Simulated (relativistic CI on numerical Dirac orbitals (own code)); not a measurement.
Rh⁵⁺: 4d valence photoemission

Computed with this model: Dirac-Coulomb-Breit CI, separate exchange-only KLI orbitals for each configuration, QED by a radiative potential, multiplet model of photoemission in the sudden approximation, unscaled Slater integrals; configurations [Kr] 4d4 → [Kr] 4d3; 300 K; Lorentzian 0.3 eV and Gaussian 0.5 eV FWHM. Energies are those of the free ion, without screening or charge transfer. The energies are binding energies and can lie tens of eV above those of solids. S is read from ⟨S²⟩ = S(S + 1).

Field parameters in Wybourne normalisation: Oh B⁴₀ = 21Dq, B⁴₄ = √(5/14) B⁴₀. The field is a parameter set, without covalency.

free ion: ground-state S = 1.98, centroid 79.87 eV. Peaks (eV, height): 79.2 (100), 81.3 (39).

Oh, 10Dq = 8500 cm⁻¹: ground-state S = 1.98, centroid 79.97 eV. Peaks (eV, height): 78.6 (72), 79.6 (100), 80.4 (46), 82.0 (43).

Oh, 10Dq = 23500 cm⁻¹: ground-state S = 1.60, centroid 79.98 eV. Peaks (eV, height): 77.7 (76), 80.3 (100), 81.8 (37), 84.3 (7).

Oh, 10Dq = 38500 cm⁻¹: ground-state S = 1.03, centroid 80.26 eV. Peaks (eV, height): 78.1 (76), 80.8 (100), 82.4 (36).

Strongest unbroadened transitions for free ion:

```
Energy (eV)  Relative strength
      79.03               11.0
      79.11              100.0
      79.25               12.4
      79.33               88.9
      79.52                4.2
      81.26                6.9
      81.28                1.5
      81.34               64.0
      81.63                2.5
      81.71                6.6
      82.22                0.7
      82.29                6.3
      82.33                0.0
      82.92                0.1
      83.01                0.1
      83.09                0.6
      84.53                0.1
      87.44                0.0
```
